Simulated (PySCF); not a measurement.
H6N2O2Ti, SMILES [NH2][Ti]([OH])([NH2])[OH], multiplicity 1.

The structure is a stationary point at PBE-D3(BJ)/def2-SVP. The multiplicity is an assumed one; no other spin state was optimised. The structure was generated by enumeration; whether it is a known compound was not checked. One conformer was computed; it need not be the lowest.

Level of theory: PBE-D3(BJ)/def2-SVP in PySCF.

Frequencies are harmonic and unscaled.

| mode | ν (cm⁻¹) | IR (km/mol) | moving atoms (share of kinetic energy) |
|---|---|---|---|
| 1 | 158 | 1.0 | O 39 %, N 32 %, H 29 % |
| 2 | 164 | 7.5 | N 40 %, O 33 %, H 25 % |
| 3 | 175 | 24.7 | H 48 %, N 20 %, O 16 %, Ti 16 % |
| 4 | 182 | 5.7 | H 32 %, N 28 %, O 21 %, Ti 19 % |
| 5 | 190 | 11.3 | O 37 %, H 27 %, Ti 19 %, N 17 % |
| 6 | 246 | 23.9 | H 69 %, O 23 % |
| 7 | 273 | 18.8 | H 87 %, O 10 % |
| 8 | 297 | 14.4 | H 95 % |
| 9 | 358 | 127.0 | H 86 %, O 10 % |
| 10 | 370 | 230.3 | H 79 %, N 19 % |
| 11 | 395 | 88.8 | H 77 %, N 21 % |
| 12 | 461 | 90.4 | H 76 %, O 21 % |
| 13 | 494 | 19.7 | H 71 %, N 17 %, O 12 % |
| 14 | 503 | 106.5 | H 75 %, O 15 %, N 9 % |
| 15 | 512 | 21.9 | H 75 %, N 23 % |
| 16 | 655 | 3.2 | N 54 %, O 33 %, H 12 % |
| 17 | 707 | 207.7 | N 49 %, Ti 35 %, H 11 % |
| 18 | 745 | 181.5 | O 40 %, Ti 35 %, N 14 %, H 11 % |
| 19 | 767 | 180.4 | O 50 %, Ti 38 %, H 10 % |
| 20 | 1434 | 29.6 | H 88 %, N 11 % |
| 21 | 1436 | 15.4 | H 89 %, N 11 % |
| 22 | 3455 | 51.9 | H 96 % |
| 23 | 3457 | 21.3 | H 96 % |
| 24 | 3558 | 13.8 | H 92 %, N 8 % |
| 25 | 3560 | 12.8 | H 92 %, N 8 % |
| 26 | 3771 | 139.6 | H 94 % |
| 27 | 3775 | 114.0 | H 94 % |
